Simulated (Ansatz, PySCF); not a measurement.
This Ansatz (an electronic-structure program) input computes a r2SCAN/def2-TZVPD energy:

Ansatz 0.2 input:
```yaml
crystal:
  periodic: [false, false, false]
  atoms:
    - {symbol: B, position_ang: [-0.80130280, 0.03717200, -0.01324711]}
    - {symbol: N, position_ang: [0.63022564, -0.02923583, 0.01041887]}
    - {symbol: H, position_ang: [-1.44493786, -0.80676648, 0.54991677]}
    - {symbol: H, position_ang: [-1.34513778, 0.93619658, -0.59604221]}
    - {symbol: H, position_ang: [1.20992710, 0.53957348, 0.63517377]}
    - {symbol: H, position_ang: [1.17508306, -0.65021282, -0.59574486]}
basis:
  gaussian:
    orbitals: def2-TZVPD
hamiltonian:
  xc: {name: r2SCAN}
total_charge: 1
magnetization: {spin_polarized: true, initial_magnetization: 1}
output: {forces: true}
```

Problem. Write an input for the same energy in PySCF and say what it gives.

Solution. 
```python
from pyscf import gto, scf, dft

mol = gto.M(
    atom='''
    B    -0.80130280    0.03717200   -0.01324711
    N     0.63022564   -0.02923583    0.01041887
    H    -1.44493786   -0.80676648    0.54991677
    H    -1.34513778    0.93619658   -0.59604221
    H     1.20992710    0.53957348    0.63517377
    H     1.17508306   -0.65021282   -0.59574486
    ''',
    basis='def2-tzvpd',
    charge=1,
    spin=1,
    verbose=4,
)

mf = dft.UKS(mol, xc='r2scan').density_fit(auxbasis='def2-universal-jkfit')
mf.grids.level = 4
mf.conv_tol = 1e-9
mf.max_cycle = 100
mf.max_memory = 1500
mf.kernel()
if not mf.converged:
    mf = mf.newton()
    mf.kernel(mf.make_rdm1())
for _ in range(2):
    mo, _, stable, _ = mf.stability(return_status=True)
    if stable:
        break
    mf.kernel(mf.make_rdm1(mo, mf.mo_occ))
mf.analyze()
```
It gives -81.63619 Eh, and Ansatz -81.63613 Eh, a difference of 0.06 mEh, from the treatment of integrals and grids.
